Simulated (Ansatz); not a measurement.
Harmonic frequencies (cm⁻¹) at PBE0-D4/def2-TZVP from Ansatz: 88, 108, 116, 238, 241, 271, 300, 394, 426, 540, 575, 1012, 1094, 1118, 1154, 1242, 1295, 1442, 1466, 1466, 1480, 1498, 1515, 1921, 2968, 2974, 3002, 3013, 3097, 3125.

Each molecule was computed in one conformer, which needn't be the lowest.

**Question.** Which molecule is it?
A. `CC[O][InH][CH3]`
B. `C[NH][In]([CH3])[F]`
C. `C[O][In]([NH2])[SH]`
D. `C[N](C)[InH][F]`

**Answer.** D.
